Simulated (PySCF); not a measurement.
Species: C2H9OSi2 (doublet state).
Structure used (GFN2-xTB), in Å, numbered top down from 1:
```xyz
14
C2H9OSi2 angstrom
C     -2.1735    1.0701   -0.1068
O     -0.9367    0.4775    0.1192
Si    -0.5892   -0.7758    1.0927
C      1.2329   -0.9859    0.8335
Si     2.3971   -0.0059   -0.2356
H     -2.5879    1.4814    0.8180
H     -2.8879    0.3483   -0.5128
H     -2.0363    1.8786   -0.8264
H     -1.3641   -1.9681    0.7061
H     -0.9420   -0.4642    2.4892
H      1.6717   -1.7892    1.4098
H      3.2863   -0.9396   -0.9444
H      1.6888    0.8251   -1.2040
H      3.2403    0.8471    0.6193
```

The hyperfine couplings belong to this conformer and change with its torsions.

As a line formula: `CO[SiH2][CH][SiH3]` [radical].

Method: UKS B3LYP, pcH-1 on C H O Si, non-relativistic, mean-field spin-orbit, GIAO (PySCF). Geometry: GFN2-xTB, one conformer, isolated molecule. GFN2-xTB frequencies show an imaginary mode (39i cm⁻¹), so this geometry is no minimum at that level. Couplings are sensitive to structure, and on GFN2-xTB geometries they can be far from those on DFT ones. Stability of the SCF solution: not tested.

Q: Give the principal g shifts and their parts.

A: 
| Δg (ppm) | 1 | 2 | 3 |
| --- | --- | --- | --- |
| relativistic mass correction | -116 | -116 | -116 |
| gauge correction | -2 | 27 | 28 |
| orbital Zeeman/spin–orbit | 68 | 569 | 758 |
| total | -50 | 480 | 670 |

So g = 2.00227, 2.00280, 2.00299 and g_iso = 2.00269; the tensor is rhombic: the two nearest values differ by 26 % of g3 − g1. Axes: g2 points within 14° of the C4–Si5 bond and g3 points within 13° of the C4–H11 bond.

Q: Average each term over the three axes. Which is largest in size?

A: The orbital-Zeeman/spin–orbit term 465, the mass correction -116 and the gauge correction 18 ppm, for a total of 366 ppm. The orbital-Zeeman/spin–orbit term is the largest in size. The mass correction is the same along every axis, so the anisotropy comes from the other two: their spans along these axes are 30 (gauge) and 690 ppm (orbital Zeeman/spin–orbit).

Q: At 9.376 GHz, how far is the centre of the isotropic spectrum from where a free electron (g = 2.002319) resonates?

A: B = hν/(g μB) with μB/h = 13.99624 MHz/mT gives 334.56 mT for the free electron and 334.50 mT at g_iso, 0.06 mT lower.

Q: What are the electron Larmor frequencies g μB B/h along the three axes at 340 mT?

A: 9.5282, 9.5308, 9.5317 GHz for g1, g2 and g3, a range of 3.4 MHz.

Q: In a frozen sample, at which fields do the three g values resonate at 9.5, 34, 94 and 263 GHz (hyperfine left aside), and which band first spreads them over more than twice a line width of 0.3 mT?

A: 
```json
{"band": "X", "GHz": "9.5", "B(g3) mT": "338.87", "B(g2) mT": "338.90", "B(g1) mT": "338.99", "spread mT": "0.12"}
{"band": "Q", "GHz": "34.0", "B(g3) mT": "1212.80", "B(g2) mT": "1212.91", "B(g1) mT": "1213.24", "spread mT": "0.44"}
{"band": "W", "GHz": "94.0", "B(g3) mT": "3353.03", "B(g2) mT": "3353.35", "B(g1) mT": "3354.24", "spread mT": "1.21"}
{"band": "J", "GHz": "263.0", "B(g3) mT": "9381.36", "B(g2) mT": "9382.24", "B(g1) mT": "9384.73", "spread mT": "3.37"}
```

The spread grows in proportion to the frequency. W band is the first where it exceeds 0.6 mT.

The largest Mulliken spin population is on C4 (+1.00). The angles at C4 add up to 360.0°, so it is planar; its axial dipolar tensor and the negative coupling of its proton fit spin in a p orbital normal to that plane.

The HOMO–LUMO gaps are 7.03 eV among the α and 4.85 eV among the β orbitals.

Hardware: Arm Neoverse V2, one thread, shared host with 32 logical CPUs at a one-minute load of 11. Cost: 39 s wall (with the writing of density and orbital grids), 0.87 GiB resident at most.
